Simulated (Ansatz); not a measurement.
Input file for `CC#[N+][Al-]([CH3])([CH3])[F]`:

```yaml
crystal:
  periodic: [false, false, false]
  atoms:
    - {symbol: C, position_ang: [2.299744, -0.153998, 2.425855]}
    - {symbol: C, position_ang: [1.379620, 0.030614, 1.331183]}
    - {symbol: N, position_ang: [0.653005, 0.180988, 0.462128]}
    - {symbol: Al, position_ang: [-0.610996, 0.509714, -1.117167]}
    - {symbol: C, position_ang: [-0.354633, -1.134286, -2.156096]}
    - {symbol: C, position_ang: [-2.298254, 0.868412, -0.183164]}
    - {symbol: F, position_ang: [0.185787, 1.865594, -1.708654]}
    - {symbol: H, position_ang: [2.790955, -1.123901, 2.334084]}
    - {symbol: H, position_ang: [3.052973, 0.635192, 2.404376]}
    - {symbol: H, position_ang: [1.758913, -0.110636, 3.372448]}
    - {symbol: H, position_ang: [-0.645459, -2.027817, -1.592767]}
    - {symbol: H, position_ang: [-0.962549, -1.125896, -3.067089]}
    - {symbol: H, position_ang: [0.685517, -1.265840, -2.471243]}
    - {symbol: H, position_ang: [-3.106125, 1.079976, -0.891761]}
    - {symbol: H, position_ang: [-2.625351, 0.014286, 0.420008]}
    - {symbol: H, position_ang: [-2.226049, 1.734899, 0.482062]}
basis:
  gaussian: {orbitals: def2-SVP}
correlation: {method: ccsd_t}
```

```sh
$ ansatz run in.yaml --threads 4 --pin off --events-out ev --progress --plain --max-ram 11315MiB
```

Output of Ansatz, abridged:

```
Functional definition: HF
1482 factors; integrals over basis functions are off by at most 1.4e-3 eV
mean field evaluation 1: about -15023.4188 eV, gradient 4.9e1 eV
mean field evaluation 2: about -15023.5295 eV, gradient 4.9e1 eV
mean field evaluation 4: about -15029.2416 eV, gradient 6.0e0 eV
mean field evaluation 8: about -15029.3589 eV, gradient 4.0e-1 eV
mean field evaluation 16: about -15029.1127 eV, gradient 6.0e0 eV
mean field -15029.35962254 eV, -552.3187788626 hartree, gradient 9.9e-6 eV, S^2 0.000000; 0 other end points of the search recorded, 0 dependent functions left out
11 core orbitals not correlated: weight in the atoms' cores, before any rotation towards them, 1.000 or more for the frozen orbitals, at most 0.000 for the correlated occupied ones
reference -15029.35962254 eV, -552.3187788626 hartree; 20, 20 occupied and 116, 116 virtual orbitals, 1482 factors
second order -26.35201254 eV of doubles, -0.00000000 eV of singles
cycle   1  -27.11931352 eV  change   -7.7e-1 eV  update   1.2e-1
cycle   2  -27.81859827 eV  change   -7.0e-1 eV  update   3.5e-2
cycle   3  -27.99642491 eV  change   -1.8e-1 eV  update   1.7e-2
cycle   4  -27.99878516 eV  change   -2.4e-3 eV  update   4.5e-3
cycle   5  -28.00035504 eV  change   -1.6e-3 eV  update   2.0e-3
cycle   6  -28.00126435 eV  change   -9.1e-4 eV  update   6.1e-4
cycle   7  -28.00121687 eV  change    4.7e-5 eV  update   2.3e-4
cycle   8  -28.00125872 eV  change   -4.2e-5 eV  update   7.4e-5
cycle   9  -28.00129950 eV  change   -4.1e-5 eV  update   2.5e-5
perturbative correction -0.80217370 eV, -0.0294793397 hartree
Total energy: -15058.16309574 eV, -553.3772869790 hartree
```

Hardware: 4 threads of an Arm Neoverse V1 on a shared host. Wall time 31 s, peak host memory 1.3 GiB.

Correlation energy per correlated electron: -0.720 eV. T1 diagnostic: 0.0112.
